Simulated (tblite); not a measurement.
Torsional barriers computed with GFN2-xTB (tblite), climbing-image nudged elastic band, gas phase; electronic energies of the top image counted from the start geometry. The bands met a force threshold of 0.05 eV/Å; their tops weren't refined or checked by frequencies and can lie a kcal/mol or more above the method's true saddle points. Atom numbers follow the mapped SMILES.

**Question.** Rank the forward barriers of these bands, lowest first.
A. `[CH3:1][N:2]([CH3:3])[C:4](=[O:5])[CH:6]1[CH2:7][CH2:8]1`: N2–C4–C6–C8 from -176° to -46°
B. `[CH3:1][CH2:2][CH2:3][CH2:4][CH2:5][SiH3:6]`: C3–C4–C5–Si6 from 180° to -64°
C. `[O:1]=[S:2](=[O:3])([OH:4])[C:5]([F:6])([F:7])[C:8]([F:9])([F:10])[F:11]`: S2–C5–C8–F11 from 37° to 157°
D. `[CH:1]#[C:2][C:3]1=[C:4]([C:5](=[O:6])[O:7][CH3:8])[C:9]1=[CH2:10]`: O7–C5–C4–C9 from -3° to 178°

**Answer.** C (1.1 kcal/mol), D (2.1 kcal/mol), B (2.6 kcal/mol), A (6.7 kcal/mol).

```
                   SMILES                                  ends of the turned bond  barrier (kcal/mol)  end above start (kcal/mol)  dihedral at top (°)  bond at start (Å)  bond at top (Å)  Eyring rate at 298 K (s⁻¹)
O=S(=O)(O)C(F)(F)C(F)(F)F                                  CF2 carbon / CF3 carbon                 1.1                         0.0                   96              1.532            1.538                   1 × 10^12
     C#CC1=C(C(=O)OC)C1=C  ester carbonyl carbon / fully substituted alkene carbon                 2.1                         0.3                   89              1.447            1.458                   2 × 10^11
              CCCCC[SiH3]           chain CH2 carbon / sp3 carbon bound to silicon                 2.6                         0.2                 -123              1.527            1.538                   7 × 10^10
          CN(C)C(=O)C1CC1    amide carbonyl carbon / sp3 carbon next to a carbonyl                 6.7                         5.1                 -104              1.499            1.505                    7 × 10^7
```

Rates take the electronic barrier for the free energy of activation. GFN2-xTB barriers can miss by several kcal/mol, and conformer orders can be wrong, so the ranking may change at better levels.
